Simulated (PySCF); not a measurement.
These are TPSSh-D3(BJ)/def2-TZVP // TPSS-D3(BJ)/def2-SVP in PySCF 2.14.0 values and carry that method's errors. Isolated molecules, 0 K electronic values unless said otherwise. 

Reference species: [Ti(Cl)4] (neutral, multiplicity 1).

```yaml
coordination_number: 4
HOMO–LUMO gap: 4.61 eV
```

Changed species: [Ti(F)4] (4 of 4 Cl replaced by F; the reference has 0 of 4 Cl replaced by F).

### Question
Give the shifts of the coordination number and HOMO–LUMO gap.

### Answer
the coordination number is nearly the same; the HOMO–LUMO gap rises by 3.06 eV, to 7.67 eV.
